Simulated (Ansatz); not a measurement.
Reaction (germylene formation by 1,1-elimination): `[Cl][GeH2][GeH2][Cl]` → `[Cl][GeH2][Cl]` + `[GeH2]`

Calculated with Ansatz (gas phase, PBE0-D4/def2-TZVP geometries, no zero-point term in ΔE). CBS: MP2 limit from def2 TZ/QZ plus the TZ coupled-cluster correction, frozen cores. For Ge outer-core shells are correlated without core-valence functions, which leaves a few kJ/mol of doubt a bond. Scalar relativity is left out up to krypton. Each species was taken in one conformer, which may not be the lowest.

`[Cl][GeH2][GeH2][Cl]`:

Z-matrix (Å, degrees):
```
Ge
Ge 1 2.428
Cl 1 2.158 2 106.6
H 1 1.534 2 112.1 3 -117.0
H 1 1.537 2 112.7 3 116.8
Cl 2 2.158 1 106.6 3 70.3
H 2 1.534 1 112.1 3 -46.7
H 2 1.537 1 112.7 3 -172.9
```

`[Cl][GeH2][Cl]`:

```xyz
5

Cl   -0.541   -1.843   -0.690
Ge    0.151    0.026    0.088
Cl   -1.304    1.524   -0.377
H     0.241   -0.095    1.608
H     1.452    0.387   -0.629
```

`[GeH2]`:

Z-matrix (Å, degrees):
```
Ge
H 1 1.595
H 1 1.594 2 90.6
```

| species | CCSD(T)/CBS(def2) energy (Eh) |
| --- | --- |
| `[Cl][GeH2][GeH2][Cl]` | -5074.26693 |
| `[Cl][GeH2][Cl]` | -2996.94498 |
| `[GeH2]` | -2077.24753 |

Work out ΔE.

ΔE = (-2996.94498) + (-2077.24753) − (-5074.26693) = 0.07442 Eh = +195.4 kJ/mol.

Largest T1 diagnostic among the species: 0.012.

From PBE to PBE0 (25 % exact exchange), in def2-TZVPP and without D4, ΔE moves by +8.4 kJ/mol. The D4 term adds +13.3 kJ/mol with B3LYP and +7.4 kJ/mol with PBE0; it sums over pairs of atoms, weighted by their polarisabilities, and B3LYP, whose exchange is more repulsive, gets the larger term.

B3LYP here is the variant with VWN-RPA as its local correlation; programs differ in this.
